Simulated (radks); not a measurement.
The numbers below are computed, except where a source is named.
Initial-state core-level shifts of the argon ion Ar3+ when its valence configuration changes from [Ne] 3s2 3p3. Code: a radial shooting solver on a logarithmic mesh with Libxc functionals. Model: Dirac Kohn-Sham, LDA (Slater exchange, Perdew-Wang correlation), spin-unpolarised, spherical densities, point nucleus; open shells fill j = l - 1/2 first. Shifts are changes of the shell-averaged eigenvalues in eV (positive: less bound).

valence	1s	2s	2p
3s1 3p4	-0.931	-1.014	-0.970
3p5	-1.825	-1.999	-1.910
3s1.5 3p3.5	-0.470	-0.510	-0.489
3s0.5 3p4.5	-1.382	-1.510	-1.443
